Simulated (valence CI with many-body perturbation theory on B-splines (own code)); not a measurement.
Sb XXXVIII: fill in the table

Method: valence CI with perturbative core correlation (CI+MBPT): four valence electrons over a frozen Dirac-Fock core [Ne], radial functions for each j: 11 s, 11 p, 9 d, 7 f, 5 g, 2 h, 1 i, with the one-electron correlation potential Σ1, the two-electron term Σ2, the three-electron term Σ3, Breit, model QED; selected CI, second order for the rest (own B-spline code, finite nucleus).

The last digits are not significant, and no measured levels were compared; by estimate large intervals hold to a few tenths of a per cent, small ones and those within an open d or f shell to about a per cent.

```
                     Level  E (cm⁻¹)
        (3s^2 3p1/2^2) J=0         0
    (3s^2 3p1/2 3p3/2) J=1    446390
    (3s^2 3p1/2 3p3/2) J=2         ?
        (3s^2 3p3/2^2) J=2    974960
        (3s^2 3p3/2^2) J=0         ?
    (3s 3p1/2^2 3p3/2) J=2   1196000
    (3s 3p1/2^2 3p3/2) J=1   1345600
    (3s^2 3p1/2 3d3/2) J=2   1543500
(3s 3p1/2 3p3/2^2) J=2 [a]         ?
    (3s 3p1/2 3p3/2^2) J=3   1660800
    (3s^2 3p1/2 3d3/2) J=1         ?
    (3s 3p1/2 3p3/2^2) J=0         ?
    (3s^2 3p1/2 3d5/2) J=2   1791700
    (3s^2 3p1/2 3d5/2) J=3   1796300
(3s 3p1/2 3p3/2^2) J=1 [a]   1848700
(3s 3p1/2 3p3/2^2) J=2 [b]   1890400
(3s 3p1/2 3p3/2^2) J=1 [b]   1932400
    (3s^2 3p3/2 3d5/2) J=2   2135900
    (3s^2 3p3/2 3d5/2) J=4   2169800
    (3s^2 3p3/2 3d3/2) J=2         ?
```

Levels are named by their leading jj configuration (3d3/2^4 stands for four electrons in 3d with j = 3/2), which in mixed levels can hold well under half, so a name can repeat and another be missing. Letters in brackets count levels of one name in rising energy.

Problem. The levels stand in rising order. What does the calculation give for the missing energies?

Solution. (3s^2 3p1/2 3p3/2) J=2 494070; (3s^2 3p3/2^2) J=0 1080200; (3s 3p1/2 3p3/2^2) J=2 [a] 1585000; (3s^2 3p1/2 3d3/2) J=1 1737200; (3s 3p1/2 3p3/2^2) J=0 1788200; (3s^2 3p3/2 3d3/2) J=2 2186400.
